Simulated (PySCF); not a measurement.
Polarisability and C₆ of Ti (titanium, neutral)

[Ar] 3d2 4s2, high-spin 3F determinant. Calculation: PySCF 2.14, in x2c-TZVPPall with one added diffuse shell each of s, p, d, f type (7s6p5d3f1g, 80 functions); scalar relativity by spin-free X2C-1e. Coupled (time-dependent) response in atomic units; α is the mean over directions.

| method | mean α (bohr³) | C₆ (like pair) | S(−4) |
| --- | --- | --- | --- |
| wB97X | 100.8 | 1155 | 4989 |
| TPSS | 113.0 | 1358 | 6959 |

S(−4) is the Cauchy moment in α(ω) = α(0) + S(−4) ω² + …

Reference α: 87 ± 10 bohr³ (recommended; Schwerdtfeger and Nagle, table of static dipole polarizabilities (2023 update)). Published C₆: 1044 (Chu and Dalgarno (2004); Tang, Norbeck and Certain (1976)).

α(iu) at TPSS:

```csv
u (hartree),α(iu) (bohr³)
0,113.0
0.0500,98.62
0.100,73.21
0.200,38.18
0.300,22.51
0.500,10.92
0.750,6.206
1.00,4.203
1.50,2.420
2.00,1.605
3.00,0.8618
5.00,0.3654
```

A single London oscillator, α(iu) = α/(1 + u²/ω²), gives C₆ = (3/4) ω α². Matching the computed C₆ needs ω = 4 × 1358 / (3 × 113.0²) = 0.142 hartree.
